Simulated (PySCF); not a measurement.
Work out the structure from these simulated measurements.

Formula: C4H9O2P.

| Property | Result |
| --- | --- |
| Triplet | lowest triplet excitation (Tamm–Dancoff): 2.50 eV [TDA CAM-B3LYP/def2-SVPD] |
| 1H NMR | chemical shifts (computed TMS as zero) by class: 7.91 (1 H), 4.08 (2 H), 3.71 (3 H), 3.24 (3 H) ppm [GIAO B97-2/pcSseg-1] |
| UV, first state | lowest singlet excitation: 4.47 eV (277 nm, f = 0.007) [TDDFT CAM-B3LYP/def2-SVPD] |
| Rotational structure | rotational constants A, B, C: 3.391, 1.298, 1.056 GHz [PBE0-D3(BJ)/def2-SVP] |
| NMR, other nuclei | isotropic shieldings of nuclei other than C and H, by class: 163 (1 O), 298 (1 O), 191 (1 P) ppm [GIAO B97-2/pcSseg-1] |
| 13C NMR | chemical shifts (computed TMS as zero) by class: 203.0 (1 C), 67.0 (1 C), 60.5 (1 C), 57.7 (1 C) ppm [GIAO B97-2/pcSseg-1] |

The electronic properties come from PySCF, for the isolated species, density fitting. Levels stand in brackets. Isolated species at its PBE0-D3(BJ)/def2-SVP geometry (one conformer only). Each NMR value is the plain mean over a class of atoms that symmetry, rotation or inversion makes alike.

Task: Propose a structure and show how it fits.

Result: Numbering: `[CH3:1][O:2]/[CH:3]=[P:4]\[CH2:5][O:6][CH3:7]`. 4 carbons fall into 4 classes; from least to most shielded: carbon bonded to O, P and H [C3] (203.0 ppm), sp3 carbon bound to oxygen [C5] (67.0 ppm), methoxy carbon [C1] (60.5 ppm), methoxy carbon [C7] (57.7 ppm). Hydrogen classes from least to most shielded: 1 H on a carbon bonded to O, P and H, C3 (7.91 ppm), 2 H on an sp3 carbon bound to oxygen, C5 (4.08 ppm, a mean of values up to 1.7 ppm apart in this geometry), 3 H on a methoxy carbon, C1 (3.71 ppm), 3 H on a methoxy carbon, C7 (3.24 ppm, a mean of values up to 0.8 ppm apart in this geometry). The other shieldings belong to: 163 ppm, ether oxygen [O2]; 298 ppm, ether oxygen [O6]; 191 ppm, phosphorus bonded to 2 C [P4]. The optimised geometry has point group C1 and is an asymmetric top. Structure: `CO/C=P\COC`. Computed isomers that give other values at the same levels: `CC(=O)P(C)CO` (rotational constant A: 2.806 GHz; this holds for the one conformer computed). The assignments are read from this structure; whether some other isomer fits the data as well wasn't checked.

Shape of the structure used: `[CH3:1][O:2]/[CH:3]=[P:4]\[CH2:5][O:6][CH3:7]`: C1–O2–C3–P4 179°, C3–P4–C5–O6 75°, P4–C5–O6–C7 68°.
